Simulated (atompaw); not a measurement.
# What one change does to a pseudopotential (Ta (Z = 73), PAW (atompaw))

atompaw 4.2.0.5 input, output lines left out:

```
Ta 73
GGA-PBE scalarrelativistic loggrid 2001 logderivrange -6 5 276
6 6 5 4 0 0
6 0 0
6 1 0
5 2 3
0 0 0
c
c
c
c
c
v
c
c
c
v
v
c
c
v
c
2
2.60 1.95 2.40 1.95
y
2.1
n
n
y
-0.45
n
custom rrkj gramschmidtortho besselshape
3 0 troulliermartins
2.60
2.60
2.25
2.60
2.60
2.55
```

Change: reference 5p6 5d3 6s2 6p0.

Cutoffs: the cutoffs (Ry, on a coarse ladder) from which the occupation-weighted sum of valence levels, in a spherical-Bessel basis at the reference potential, stays within 10 and 1 mRy of its value at 400 Ry; they do not see the model core or the augmentation charge, which bear on the density cutoff.

What does the change do?

The potential gets softer (18 Ry and 30 Ry → 15 Ry and 30 Ry); both files keep a bound ghost (s); the range in which the p phases agree widens (upper end -0.4 → 0.8).

```tsv
quantity	base	changed
cutoff, loose	18 Ry	15 Ry
cutoff, tight	30 Ry	30 Ry
bound ghosts	s	s
s: phases at 2.61 bohr within 0.05 rad from the reference energy up to (Ry; the scan ends near 5)	n/a	to the end of the scan
p: phases at 2.61 bohr within 0.05 rad from the reference energy up to (Ry; the scan ends near 5)	-0.4	0.8
d: phases at 2.61 bohr within 0.05 rad from the reference energy up to (Ry; the scan ends near 5)	0.2	0.8
lowest overlap eigenvalue by channel	s 0.60, p 0.58, d 0.41	s 0.45, p 0.56, d 0.69
```

 A true bound ghost makes a file unfit for plane-wave use even where its test errors are small: the radial tests pick states by their node count and pass the ghost by. The cutoffs see the waves, projectors and local potential, not the compensation charge or the core.
